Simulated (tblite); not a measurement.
C₅H₁₄N₂.
Bonds: C1–C2, C2–C3, C3–N4, N4–C5, C5–C6, C6–N7. Hydrogens: H8, H9, H10 on C1; H11, H12 on C2; H13, H14 on C3; H15 on N4; H16, H17 on C5; H18, H19 on C6; H20, H21 on N7.

Computed with GFN2-xTB (tblite), gas phase: Langevin dynamics at 400 K from the optimised GFN2-xTB geometry, time step 0.5 fs, friction 0.01 fs⁻¹, 2000 steps.

Start geometry:
```
atom  x, y, z in Å
C1     -2.134    1.200   -0.122
C2     -2.021   -0.236    0.378
C3     -1.142   -1.108   -0.537
N4      0.240   -0.710   -0.690
C5      1.073   -0.857    0.485
C6      2.427   -0.201    0.225
N7      2.247    1.235    0.059
H8     -1.161    1.686   -0.132
H9     -2.536    1.218   -1.134
H10    -2.795    1.777    0.521
H11    -1.615   -0.239    1.392
H12    -3.014   -0.687    0.422
H13    -1.146   -2.136   -0.159
H14    -1.583   -1.116   -1.539
H15     0.303    0.251   -1.010
H16     1.211   -1.927    0.677
H17     0.636   -0.405    1.394
H18     2.834   -0.593   -0.710
H19     3.117   -0.461    1.044
H20     1.923    1.649    0.929
H21     3.126    1.678   -0.184
```

The statistics below take the 31 frames saved every 25 fs from 250 to 1000 fs; their kinetic temperature (all 3N coordinates) averages 389 K.

Question: How do the bond lengths spread?

Answer: 
| bond | start (Å) | mean (Å) | standard deviation (Å) | shortest (Å) | longest (Å) |
| --- | --- | --- | --- | --- | --- |
| C1–C2 | 1.524 | 1.537 | 0.037 | 1.471 | 1.617 |
| C2–C3 | 1.540 | 1.533 | 0.027 | 1.480 | 1.582 |
| C3–N4 | 1.446 | 1.461 | 0.042 | 1.400 | 1.573 |
| N4–C5 | 1.448 | 1.443 | 0.028 | 1.375 | 1.487 |
| C5–C6 | 1.527 | 1.544 | 0.034 | 1.477 | 1.617 |
| C6–N7 | 1.457 | 1.466 | 0.032 | 1.394 | 1.535 |
| C1–H8 | 1.088 | 1.097 | 0.027 | 1.037 | 1.149 |
| C1–H9 | 1.088 | 1.095 | 0.032 | 1.034 | 1.187 |
| C1–H10 | 1.088 | 1.097 | 0.045 | 1.023 | 1.190 |
| C2–H11 | 1.092 | 1.098 | 0.037 | 1.036 | 1.168 |
| C2–H12 | 1.092 | 1.096 | 0.036 | 1.031 | 1.201 |
| C3–H13 | 1.095 | 1.106 | 0.034 | 1.046 | 1.160 |
| C3–H14 | 1.095 | 1.103 | 0.037 | 1.031 | 1.177 |
| N4–H15 | 1.015 | 1.019 | 0.028 | 0.968 | 1.075 |
| C5–H16 | 1.096 | 1.105 | 0.030 | 1.045 | 1.159 |
| C5–H17 | 1.105 | 1.121 | 0.042 | 1.046 | 1.202 |
| C6–H18 | 1.092 | 1.108 | 0.041 | 1.040 | 1.192 |
| C6–H19 | 1.103 | 1.095 | 0.041 | 1.017 | 1.166 |
| N7–H20 | 1.016 | 1.021 | 0.031 | 0.950 | 1.096 |
| N7–H21 | 1.014 | 1.017 | 0.030 | 0.974 | 1.102 |

Question: Give the same statistics for bond angles, one of each kind among heavy atoms.

Answer: 
```tsv
angle	start (°)	mean (°)	standard deviation (°)	smallest (°)	largest (°)
C1–C2–C3	112.4	113.3	5.8	103.9	125.3
C2–C3–N4	116.9	116.5	4.3	107.9	125.9
C3–N4–C5	115.8	115.8	3.7	109.8	122.0
N4–C5–C6	109.2	110.3	3.9	100.3	117.4
C5–C6–N7	109.5	109.9	3.7	102.5	118.1
```

Question: How far does each atom move about its mean position (frames aligned on the start, all atoms weighted alike), and what rms force does it feel?

Answer: 
```csv
atom,rms displacement (Å),rms force (eV/Å)
C1,0.23,2.21
C2,0.17,2.36
C3,0.14,2.23
N4,0.16,1.97
C5,0.19,2.02
C6,0.14,2.23
N7,0.32,1.82
H8,0.55,1.06
H9,0.50,1.10
H10,0.37,1.52
H11,0.40,1.23
H12,0.34,1.18
H13,0.25,1.09
H14,0.23,1.17
H15,0.33,1.20
H16,0.32,1.02
H17,0.36,1.15
H18,0.37,1.21
H19,0.38,1.41
H20,0.69,1.26
H21,0.64,1.18
```

The displacements run from 0.14 to 0.69 Å, the largest at H20.

The run is classical and short, so these are rough statistics of one trajectory.

The cost below is that of the whole dynamics run. Time: 10 s wall; peak memory 0.19 GiB. Hardware: an AMD EPYC 9R14 with one thread, on a shared host.
